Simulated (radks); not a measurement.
All-electron atom: W V in [Xe] 4f14 5d2.

Method: scalar-relativistic Kohn-Sham, r2SCAN, spin-polarised, spherical densities, finite nucleus; open shells are filled with parallel spins first (spin-orbit coupling, left out, can overturn this in heavy ions); meta-GGA in the generalised Kohn-Sham scheme; Fermi nuclear charge, rms radius 5.3658 fm; computed with a radial shooting solver on a logarithmic mesh with Libxc functionals.

Energy parts (eV):
| part | energy |
|---|---|
| total | -439153.26 |
| kinetic | 483753.69 |
| electron-nucleus | -1082671.19 |
| Hartree | 168526.66 |
| exchange-correlation | -8762.42 |

Orbitals (lengths in bohr, moments of r in powers of bohr; <r^-3> diverges for s and p1/2; r(max) is where P^2 peaks; r(90%) holds 90 % of the orbital's charge):
| orbital | occ. | eigenvalue (eV) | r(90%) | r(max) | <r> | <r^-3> |
|---|---|---|---|---|---|---|
| 1s up | 1 | -69606.55 | 0.0334 | 0.01146 | 0.01835 | - |
| 1s down | 1 | -69606.57 | 0.0334 | 0.01146 | 0.01835 | - |
| 2s up | 1 | -12076.37 | 0.120 | 0.06565 | 0.07756 | - |
| 2s down | 1 | -12076.18 | 0.120 | 0.06565 | 0.07755 | - |
| 2p up | 3 | -10564.97 | 0.113 | 0.05389 | 0.06944 | 19760 |
| 2p down | 3 | -10564.83 | 0.113 | 0.05388 | 0.06944 | 19760 |
| 3s up | 1 | -2824.699 | 0.294 | 0.1851 | 0.2008 | - |
| 3s down | 1 | -2824.698 | 0.294 | 0.1851 | 0.2008 | - |
| 3p up | 3 | -2374.986 | 0.301 | 0.1832 | 0.2012 | 4419 |
| 3p down | 3 | -2374.971 | 0.301 | 0.1832 | 0.2012 | 4419 |
| 3d up | 5 | -1856.700 | 0.283 | 0.1495 | 0.1824 | 565.6 |
| 3d down | 5 | -1856.607 | 0.283 | 0.1495 | 0.1824 | 565.5 |
| 4s up | 1 | -623.0404 | 0.645 | 0.4207 | 0.4496 | - |
| 4s down | 1 | -622.9196 | 0.645 | 0.4207 | 0.4497 | - |
| 4p up | 3 | -474.8753 | 0.694 | 0.4411 | 0.4778 | 1021 |
| 4p down | 3 | -474.7742 | 0.694 | 0.4411 | 0.4778 | 1020 |
| 4d up | 5 | -286.0726 | 0.766 | 0.4523 | 0.5114 | 112.1 |
| 4d down | 5 | -285.9467 | 0.766 | 0.4524 | 0.5113 | 112.1 |
| 4f up | 7 | -77.2340 | 1.00 | 0.4299 | 0.6058 | 19.07 |
| 4f down | 7 | -76.9330 | 0.995 | 0.4298 | 0.6021 | 19.18 |
| 5s up | 1 | -124.5718 | 1.53 | 0.9634 | 1.065 | - |
| 5s down | 1 | -123.3315 | 1.52 | 0.9604 | 1.059 | - |
| 5p up | 3 | -87.6560 | 1.78 | 1.087 | 1.226 | 150.7 |
| 5p down | 3 | -85.8942 | 1.76 | 1.081 | 1.215 | 155.0 |
| 5d up | 2 | -44.2946 | 2.46 | 1.393 | 1.647 | 10.07 |
| 5d down | 0 | -41.6080 | 2.45 | 1.371 | 1.632 | 10.56 |

The highest occupied level is 5d up at -44.295 eV. Spin moment in Bohr magnetons: 2. For comparison, the ionisation energy in NIST's Atomic Spectra Database is 51.6 eV (semi-empirical). In exact Kohn-Sham theory the highest level is minus the ionisation energy, but local and semilocal functionals leave it too shallow, through self-interaction and a potential that decays too fast; potentials with the right tail come closer. The density falls to 0.001 e/bohr^3 at r = 3.12 bohr. The spin density at the nucleus is -13.73 e/bohr^3 (1s 0.04, 2s -1.48, 3s 0.49, 4s 2.19, 5s -14.97). Summed over all electrons, <r^2> = 31.03 bohr^2, which gives a Langevin (diamagnetic) susceptibility term of -24.6 x 10^-6 cm^3/mol. The electron density at the nucleus is 1.515e+06 e/bohr^3 (large components only).
